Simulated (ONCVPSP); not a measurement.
**Pd (Z = 46): one change to an ONCV potential, before and after**

Pd (Z = 46), optimised norm-conserving Vanderbilt (ONCV), made with ONCVPSP 4.0.1 (PBE, fully relativistic). Core [Ar] 3d10, reference 4s2 4p6 4d9 (charge +1). Waves: 4s: rc 1.55 bohr, ncon 5, nbas 10, qcut 7.8 1/bohr, 2 projectors, debl 1.9 Ha; 4p: rc 1.40 bohr, ncon 4, nbas 7, qcut 12.2 1/bohr, 2 projectors, debl 2.6 Ha; 4d: rc 1.35 bohr, ncon 4, nbas 8, qcut 7.6 1/bohr, 3 projectors, debl 1.4 Ha. Local part: polynomial inside 0.85 bohr (lpopt 4, dvloc0 0 Ha). Core correction: Teter function fitted to the true core (icmod 2), fcfact 0.6.

Open shells are filled in proportion to 2j + 1.

In the s channel the program set the typed energies aside and used -3.551, 0.250 Ha.

All-electron outer shells of the reference configuration (PBE, scalar-relativistic, ld1.x):

| shell | level (eV) | outermost node (bohr) | outermost maximum (bohr) |
| --- | --- | --- | --- |
| 4s | -96.68 | 0.45 | 0.85 |
| 4p | -62.47 | 0.46 | 0.91 |
| 4d | -14.61 | 0.45 | 1.09 |

Change: local potential polynomial inside 1.00 bohr (lpopt 5, dvloc0 6 Ha).

Cutoffs: the cutoffs (Ha) at which the residual kinetic energy of the hardest occupied pseudo-wave falls to 1 and 0.1 mHa per electron; they do not see the model core or the augmentation charge, which bear on the density cutoff. Errors are all-electron minus pseudo energies relative to the spin-unpolarised reference configuration.

**Question.** Predict the effect on cutoff, ghosts and configuration errors.

**Answer.** The potential gets neither clearly harder nor softer (43 Ha and 82 Ha → 43 Ha and 82 Ha); a bound ghost appears in d, which as a rule spoils a file; of the 4 tests that both files solve, the error grows in 2 and shrinks in 0 by more than 15 % and 0.3 meV (median size 2.5 → 3.5 meV). In the separable form a ghost depends on how the local part lies against the semilocal potential of the channel, so the choice of the local part can create or remove one.

| quantity | base | changed |
| --- | --- | --- |
| cutoff, loose | 43 Ha | 43 Ha |
| cutoff, tight | 82 Ha | 82 Ha |
| bound ghosts | none | d5/2, d3/2 |
| GHOST(+) flags under 300 eV | s at 193.8 eV | s at 262.4 eV |
| error for 4s2 4p6 4d10, meV [ΔE -9.12 eV] | -0.4 | -0.7 |
| error for 4s2 4p6 4d8, meV [ΔE 20.82 eV] | +0.5 | +1.1 |
| error for 4s2 4p6 4d7, meV [ΔE 55.18 eV] | +4.5 | +5.9 |
| error for 4s2 4p5 4d10, meV [ΔE 48.15 eV] | -17 | -18 |
| s: phases at 1.57 bohr within 0.05 rad from the reference energy up to (Ha; the scan ends near 5) | to the end of the scan | to the end of the scan |
| p3/2: phases at 1.42 bohr within 0.05 rad from the reference energy up to (Ha; the scan ends near 5) | to the end of the scan | to the end of the scan |
| p1/2: phases at 1.42 bohr within 0.05 rad from the reference energy up to (Ha; the scan ends near 5) | to the end of the scan | to the end of the scan |
| d5/2: phases at 1.37 bohr within 0.05 rad from the reference energy up to (Ha; the scan ends near 5) | to the end of the scan | to the end of the scan |
| d3/2: phases at 1.37 bohr within 0.05 rad from the reference energy up to (Ha; the scan ends near 5) | to the end of the scan | to the end of the scan |
| rms error of d²Exc/dni dnj with the model core, mHa | 5.64 | 5.64 |

 A true bound ghost makes a file unfit for plane-wave use even where its test errors are small: the radial tests pick states by their node count and pass the ghost by.
